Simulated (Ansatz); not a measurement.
Cd5NiSe4Cl4⁺. Charge 1, multiplicity 2. Geometry r2SCAN-D4/def2-SVP; atoms count from 1.

```xyz
14

Se    1.293    2.722    0.705
Se    0.582   -0.920   -2.637
Se   -2.298    0.841    1.830
Se    1.682   -1.859    2.214
Ni   -1.032    2.267    0.535
Cd   -1.749   -0.680   -1.597
Cd    1.339    1.288   -1.487
Cd    2.323    0.553    1.614
Cd    1.448   -1.980   -0.418
Cd   -0.813   -1.233    1.930
Cl   -1.338    2.218   -1.680
Cl   -3.804   -0.269   -0.440
Cl    3.581   -0.069   -0.591
Cl   -1.213   -2.879    0.022
```

In the def2 sets Cd takes a core potential; there is no spin–orbit coupling. Single mean-field runs in def2-TZVP are fitted with def2-universal-jkfit. The relaxed charge 1 doublet is spin-contaminated (final ⟨S²⟩ up to 1.66, 0.75 for a pure state).

Q: Estimate the Mulliken populations from the PBE0/def2-TZVP orbitals of Ansatz.

A: 
```json
{"atom": "Se1", "charge (e)": "-0.43", "spin (α − β)": "0.15", "d electrons": "–"}
{"atom": "Se2", "charge (e)": "-0.52", "spin (α − β)": "0.00", "d electrons": "–"}
{"atom": "Se3", "charge (e)": "-0.17", "spin (α − β)": "-0.63", "d electrons": "–"}
{"atom": "Se4", "charge (e)": "-0.52", "spin (α − β)": "0.00", "d electrons": "–"}
{"atom": "Ni5", "charge (e)": "0.38", "spin (α − β)": "1.59", "d electrons": "8.49"}
{"atom": "Cd6", "charge (e)": "0.81", "spin (α − β)": "0.01", "d electrons": "10.04"}
{"atom": "Cd7", "charge (e)": "0.75", "spin (α − β)": "0.00", "d electrons": "10.03"}
{"atom": "Cd8", "charge (e)": "0.74", "spin (α − β)": "0.00", "d electrons": "10.02"}
{"atom": "Cd9", "charge (e)": "0.78", "spin (α − β)": "0.00", "d electrons": "10.04"}
{"atom": "Cd10", "charge (e)": "0.70", "spin (α − β)": "0.02", "d electrons": "10.02"}
{"atom": "Cl11", "charge (e)": "-0.34", "spin (α − β)": "0.10", "d electrons": "–"}
{"atom": "Cl12", "charge (e)": "-0.30", "spin (α − β)": "-0.23", "d electrons": "–"}
{"atom": "Cl13", "charge (e)": "-0.44", "spin (α − β)": "0.00", "d electrons": "–"}
{"atom": "Cl14", "charge (e)": "-0.43", "spin (α − β)": "0.00", "d electrons": "–"}
```
Mulliken values depend strongly on the basis.

Q: Where does the spin sit?

A: Summed by element: Se -0.49, Ni 1.59, Cd 0.03, Cl -0.13, of 1 unpaired in all. Largest on single atoms: Ni5 1.59, Se3 -0.63, Cl12 -0.23.

Q: And the Mayer bond orders between heavy atoms (over 0.3)?

A: Se1–Ni5 0.86 (2.37 Å); Se1–Cd7 0.59 (2.62 Å); Se1–Cd8 0.69 (2.57 Å); Se2–Cd6 0.72 (2.56 Å); Se2–Cd7 0.68 (2.60 Å); Se2–Cd9 0.66 (2.61 Å); Se3–Ni5 0.96 (2.31 Å); Se3–Cd10 0.67 (2.55 Å); Se4–Cd8 0.72 (2.57 Å); Se4–Cd9 0.61 (2.65 Å); Se4–Cd10 0.71 (2.59 Å); Ni5–Cl11 0.73 (2.24 Å); Cd6–Cl12 0.66 (2.39 Å); Cd8–Cl13 0.39 (2.61 Å); Cd10–Cl14 0.44 (2.55 Å); Se3–Cl12 0.36 (2.94 Å).
